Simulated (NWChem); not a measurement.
# CH₄AlClO; SMILES [Al]([OH])([CH3])[Cl]

```xyz
8

Al    -0.0494    -0.4249     0.0502
Cl     0.0036     1.6561     0.4959
C      1.5739    -1.4956     0.0084
H      1.3474    -2.5393    -0.2339
H      2.0885    -1.4720     0.9762
H      2.2793    -1.1152    -0.7399
O     -1.5701    -1.1333    -0.2724
H     -2.3832    -0.6128    -0.2550
```
Atoms are numbered in this order, from 1.

All runs use the structure optimised with B3LYP/6-31G* (spherical d).

Problem. Give the principal values of the shielding tensors (ppm) of Al1, Cl2, C3, O7 from KT2/pcSseg-1, GIAO (NWChem), with their diamagnetic and paramagnetic parts as GIAO splits them.

Solution. 
| atom | σ11 | σ22 | σ33 | isotropic | diamagnetic | paramagnetic |
|---|---|---|---|---|---|---|
| Al1 | 356.9 | 365.5 | 476.4 | 399.6 | 799.4 | -399.7 |
| Cl2 | 769.1 | 863.4 | 1071.4 | 901.3 | 1150.8 | -249.5 |
| C3 | 193.0 | 193.8 | 206.0 | 197.6 | 252.7 | -55.2 |
| O7 | 174.3 | 265.6 | 308.0 | 249.3 | 388.5 | -139.2 |
